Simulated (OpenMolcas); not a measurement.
V2+ (d3) in a complex was computed by SS-CASPT2, IPEA 0.25 Eh, imaginary shift 0.1 Eh with the d shell active (OpenMolcas, ANO-RCC-VTZP on the metal). Its lowest spin-free states, and all those of the highest spin:

```csv
2S+1,Degeneracy,E (cm-1)
4,3,0
4,3,1900
4,1,6050
2,3,10110
2,2,10220
2,3,10560
2,1,11240
4,3,11970
2,3,13370
2,3,14950
2,3,15250
2,2,16030
```

Q: Is the site octahedral, tetrahedral or cube-like, axial, or of lower symmetry?

A: The states with 2S+1 = 4 have orbital degeneracies 3, 3, 1, 3. Threefold states need a cubic site. For d3 at this spin an octahedron puts the single A2 below the threefold T2 and a tetrahedron or cube puts the threefold T1 below the threefold T2, so the site is a tetrahedron or a cube, which this pattern cannot tell apart. The run had V2+ with 4 ligands (chloride) in tetrahedral coordination (Td) at 2.42 Å. A charge of +0.5 e stands 2.6 Å behind each ligand. Ligand basis ANO-RCC-VDZP.

Roots that are degenerate in the reference are averaged as groups; the widest CASPT2 spread within a group is 560 cm-1 (the 3-fold group of multiplicity 4 near 1900 cm-1 above the lowest state of its run). Shifts and gaps below about the spread of the groups concerned are not significant. Over all roots computed the reference weight is 0.73 to 0.74; a low but even weight reflects the number of correlated electrons. An orbital triplet at a regular site is open to Jahn-Teller coupling, which can distort the site and quench the lowest spin-orbit gaps and is left out. Ligand-to-metal charge-transfer states are missing. These CASPT2 states fit no ligand-field parameters well, so their order and spin gaps are uncertain. With no ligand orbital active B as a rule stays too high, so bands that hang on it stand too high and its fall with covalency is understated. With one d shell and no ligand orbital active, 10Dq can be off by tens of per cent for divalent 3d ions, low with halides held by bare charges and at times high in hosts. Free-ion shares, where given, are those of the reference states; single-state CASPT2 does not remix them. No measured value stands beside these numbers; the geometry is a model, was not optimised and need not be the one that this ion takes.
